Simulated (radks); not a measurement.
Values are calculated unless marked as measured or tabulated.
Neutral antimony, 51 electrons, occupied as [Kr] 4d9 5s2 5p4 (not the ground configuration).

Level of theory: Dirac Kohn-Sham, BLYP, spin-unpolarised, spherical densities, finite nucleus; open shells are shared between the two j in proportion to 2j + 1; Fermi nuclear charge, rms radius 4.6802 fm (a radial shooting solver on a logarithmic mesh with Libxc functionals).

Energy parts (hartree):
| part | energy |
|---|---|
| total | -6482.81889 |
| kinetic | 6841.02224 |
| electron-nucleus | -15728.98784 |
| Hartree | 2575.97686 |
| exchange-correlation | -170.83014 |

Orbitals (lengths in bohr, moments of r in powers of bohr):
orbital     occ.  eigenvalue (hartree)      <r^4>
1s1/2          2             -1113.345  3.125e-06
2s1/2          2             -169.6369  0.0005386
2p1/2          2             -158.7403  0.0003460
2p3/2          4             -149.4823  0.0004095
3s1/2          2             -33.48720    0.02379
3p1/2          2             -29.03256    0.02294
3p3/2          4             -27.32403    0.02616
3d3/2          4             -19.45376    0.02196
3d5/2          6             -19.09851    0.02289
4s1/2          2              -5.71500     0.7254
4p1/2          2              -4.20039     0.9313
4p3/2          4              -3.87844      1.067
4d3/2        3.6              -1.46985      2.418
4d5/2        5.4              -1.42184      2.543
5s1/2          2              -0.53532      41.52
5p1/2    1.33333              -0.22962      113.3
5p3/2    2.66667              -0.20218      139.6

The highest occupied level is 5p3/2 at -5.502 eV. Summed over all electrons, <r^2> = 64.14 bohr^2, which gives a Langevin (diamagnetic) susceptibility term of -50.8 x 10^-6 cm^3/mol. The density falls to 0.001 e/bohr^3 at r = 4.69 bohr.
